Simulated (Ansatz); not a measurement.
Sr5Te5⁺. Charge 1, multiplicity 2. Geometry r2SCAN-D4/def2-SVP; atoms count from 1.

Cartesian coordinates in Å:
```
Sr 0.609 -1.907 -0.757
Sr -0.743 2.655 0.094
Sr 0.246 0.749 -3.359
Sr 1.708 0.434 2.554
Sr -2.287 -0.649 2.010
Te 2.028 1.187 -0.696
Te -0.981 2.034 3.091
Te 0.321 -2.381 2.324
Te 1.218 -2.184 -4.000
Te -2.119 0.060 -1.261
```

In the def2 sets Sr, Te take a core potential; there is no spin–orbit coupling. The structure comes from a short search, and lower isomers may exist.

Estimate the Mulliken populations from the PBE0/def2-SVP orbitals of Ansatz.


```json
{"atom": "Sr1", "charge (e)": "1.01", "spin (α − β)": "-0.01"}
{"atom": "Sr2", "charge (e)": "0.78", "spin (α − β)": "0.01"}
{"atom": "Sr3", "charge (e)": "0.65", "spin (α − β)": "-0.01"}
{"atom": "Sr4", "charge (e)": "0.79", "spin (α − β)": "0.00"}
{"atom": "Sr5", "charge (e)": "0.79", "spin (α − β)": "0.00"}
{"atom": "Te6", "charge (e)": "-0.71", "spin (α − β)": "0.02"}
{"atom": "Te7", "charge (e)": "-0.63", "spin (α − β)": "0.00"}
{"atom": "Te8", "charge (e)": "-0.65", "spin (α − β)": "0.00"}
{"atom": "Te9", "charge (e)": "-0.31", "spin (α − β)": "0.98"}
{"atom": "Te10", "charge (e)": "-0.71", "spin (α − β)": "0.01"}
```
Mulliken values and Mayer orders depend strongly on the basis.

Where does the spin sit?

Summed by element: Sr -0.02, Te 1.02, of 1 unpaired in all. Largest on single atoms: Te9 0.98, Te6 0.02, Sr3 -0.01.

And the Mayer bond orders between bonded heavy atoms (over 0.3)?

Sr1–Te6 0.36 (3.40 Å); Sr1–Te8 0.50 (3.13 Å); Sr1–Te9 0.38 (3.31 Å); Sr1–Te10 0.36 (3.40 Å); Sr2–Te6 0.60 (3.23 Å); Sr2–Te7 0.74 (3.07 Å); Sr2–Te10 0.60 (3.24 Å); Sr3–Te6 0.67 (3.23 Å); Sr3–Te9 0.80 (3.16 Å); Sr3–Te10 0.66 (3.24 Å); Sr4–Te6 0.47 (3.35 Å); Sr4–Te7 0.71 (3.17 Å); Sr4–Te8 0.83 (3.15 Å); Sr5–Te7 0.71 (3.17 Å); Sr5–Te8 0.83 (3.15 Å); Sr5–Te10 0.47 (3.35 Å).
